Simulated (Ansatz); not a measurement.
One change: `C=C[N]([GeH3])C(C)(C)C` becomes `CC(C)(C)[N]([SiH3])[GeH3]`.

Ansatz, PBE0-D4/def2-TZVP geometries, multiplicity 1. Each molecule was computed in one conformer, which needn't be the lowest.

Scalar relativity is left out up to krypton.

```json
{"property": "HOMO energy (PBE0/def2-TZVPP) / eV", "`C=C[N]([GeH3])C(C)(C)C`": "-5.65"}
{"property": "LUMO energy (ωB97M-V/def2-TZVPP) / eV", "`C=C[N]([GeH3])C(C)(C)C`": "2.29"}
{"property": "LUMO energy (PBE/def2-TZVPP) / eV", "`C=C[N]([GeH3])C(C)(C)C`": "-0.32"}
{"property": "size of the dipole moment (B3LYP/def2-TZVPP) / D", "`C=C[N]([GeH3])C(C)(C)C`": "1.67"}
{"property": "HOMO energy (PBE/def2-TZVPP) / eV", "`C=C[N]([GeH3])C(C)(C)C`": "-4.56"}
{"property": "LUMO energy (PBE0/def2-TZVPP) / eV", "`C=C[N]([GeH3])C(C)(C)C`": "0.62"}
```

Q: What does the change do to each property? (An estimate is asked.)

A: Computed: 
| property | `CC(C)(C)[N]([SiH3])[GeH3]` | shift |
| --- | --- | --- |
| HOMO energy (PBE0/def2-TZVPP) / eV | -6.71 | -1.06 |
| LUMO energy (ωB97M-V/def2-TZVPP) / eV | 1.99 | -0.30 |
| LUMO energy (PBE/def2-TZVPP) / eV | -0.51 | -0.19 |
| size of the dipole moment (B3LYP/def2-TZVPP) / D | 1.34 | -0.33 |
| HOMO energy (PBE/def2-TZVPP) / eV | -5.43 | -0.87 |
| LUMO energy (PBE0/def2-TZVPP) / eV | 0.35 | -0.27 |

With PBE0 the HOMO falls by 1.06 eV and the LUMO falls by 0.27 eV, so the gap widens by about 0.79 eV. PBE moves the HOMO by -0.87 eV and ωB97M-V by -1.14 eV. Dipoles are sizes alone; their direction can turn.

Positive LUMOs are unbound, so they and the gaps depend on the basis.

B3LYP here is the variant with VWN-RPA as its local correlation; programs differ in this.
